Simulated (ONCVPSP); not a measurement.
Logarithmic derivatives: P, ONCV

| Property | Result |
| --- | --- |
| Element | P (Z = 15) |
| Generator | ONCVPSP 4.0.1 |
| Type | optimised norm-conserving Vanderbilt (ONCV) |
| Functional | PBE |
| Relativity | non-relativistic |
| Frozen core | [Ne] |
| Valence charge | 5 |
| Reference configuration | 3s2 3p3 |
| Partial waves | 3s: rc 1.60 bohr, ncon 5, nbas 9, qcut 3.5 1/bohr, 3 projectors, debl 2.1 Ha; 3p: rc 1.70 bohr, ncon 5, nbas 8, qcut 5.3 1/bohr, 2 projectors, debl 3.2 Ha; d scattering state at 0.03 Ha: rc 1.60 bohr, ncon 4, nbas 8, qcut 7 1/bohr, local |
| Local potential | the d channel |
| Core correction | none |

The phase is arctan(r·R′/R) of the radial function R(r), unwrapped; energies in Ha, scanned from -2 to 5 Ha. A pole is an energy at which the radial function vanishes at the test radius. The pseudo phase is shifted by a multiple of π to meet the all-electron one at the reference energy, and phase errors are pseudo minus all-electron; the curves can meet again beyond the range given. Levels narrower than the energy grid can be missing from the lists of poles.

| channel | radius (bohr) | reference energy (Ha) | poles, all-electron | poles, pseudo | unbroken range about the reference energy with phases within 0.05 rad | phase error 1 Ha above the reference energy (rad) |
| --- | --- | --- | --- | --- | --- | --- |
| s | 1.62 | -0.51 | 2.08 | 2.08 | the whole range | -0.000 |
| p | 1.73 | -0.20 | 2.00 | 2.00 | below 4.5 | -0.001 |
| d | 1.62 | 0.03 | 2.62 | 2.80 | below 3.4 | +0.008 |

Note: ghosts flagged at negative energy: s at -1927.8 eV; GHOST(+) flagged for s at 211.0 eV. A true bound ghost makes a file unfit for plane-wave use.

Phases in the s channel:

```tsv
E (Ha)	all-electron	pseudo
-1.98	0.808	0.807
-1.62	0.562	0.562
-1.26	0.158	0.158
-0.90	-0.368	-0.368
-0.54	-0.802	-0.802
-0.18	-1.072	-1.072
0.18	-1.235	-1.235
0.54	-1.342	-1.342
0.90	-1.418	-1.418
1.26	-1.475	-1.475
1.62	-1.521	-1.521
1.98	-1.561	-1.561
2.34	-1.597	-1.597
2.70	-1.631	-1.631
3.06	-1.665	-1.665
3.42	-1.703	-1.703
3.78	-1.745	-1.745
4.14	-1.797	-1.797
4.50	-1.866	-1.866
4.86	-1.965	-1.967
```
